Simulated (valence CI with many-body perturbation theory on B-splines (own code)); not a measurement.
Results of a calculation; reference values are marked as such.
## Sensitivity of CI+MBPT for Ce53+

Method: valence CI with perturbative core correlation (CI+MBPT): three valence electrons over a frozen Dirac-Fock core [He], radial functions for each j: 6 s, 6 p, 5 d, 3 f, 1 g, with the one-electron correlation potential Σ1, the two-electron term Σ2, the three-electron term Σ3, Breit, model QED; selected CI, second order for the rest, scaled by the run's own slope (own B-spline code, finite nucleus).

The last digits are not significant, and no measured levels were compared; by estimate large intervals hold to a few tenths of a per cent, small ones and those within an open d or f shell to about a per cent.

The reference run has the lowest level (2s^2 2p1/2) J=1/2 and an ionisation energy of 10834.6 eV. Its largest variational space holds 3660 state functions.

Levels are named by their leading jj configuration (3d3/2^4 stands for four electrons in 3d with j = 3/2), which in mixed levels can hold well under half, so a name can repeat and another be missing. Letters in brackets count levels of one name in rising energy.

Changed runs:
A. QED terms on → off
B. size limit of the variational space 10000 → 1500; scale of Σ1 1 → 0; second order for the rest on → off
C. selection threshold (hartree) 2e-08 → 2e-07
D. closed core [He] → [He] 2s1 (bad on purpose)

Excitation energies of the reference run in cm⁻¹, and shifts in cm⁻¹:

```
                     Level  Reference        A      B  C
        (2s 2p1/2^2) J=1/2    1470640   +62763  +2191  0
        (2s^2 2p3/2) J=3/2    3958790    -5525   -795  0
(2s 2p1/2 2p3/2) J=3/2 [a]    4984000   +55921  +1312  0
    (2s 2p1/2 2p3/2) J=5/2    5258070   +55977  +1306  0
    (2s 2p1/2 2p3/2) J=1/2    5691740   +56406  +1264  0
(2s 2p1/2 2p3/2) J=3/2 [b]    5697580   +56238  +1319  0
     (2p1/2^2 2p3/2) J=3/2    7257260  +117623  +3454  0
        (2s 2p3/2^2) J=5/2    9088520   +49208   +355  0
        (2s 2p3/2^2) J=1/2    9736990   +49404   +289  0
        (2s 2p3/2^2) J=3/2    9745000   +49601   +459  0
     (2p1/2 2p3/2^2) J=3/2   10932800  +112450  +2622  0
     (2p1/2 2p3/2^2) J=5/2   11099600  +112444  +2625  0
    Ionisation energy (eV)    10834.6   +0.028  -0.44  0
```

No effect on these energies: C.

Run D: It gave no result: the perturbation theory needs a core of closed shells. The program said: "the core must hold closed shells only".
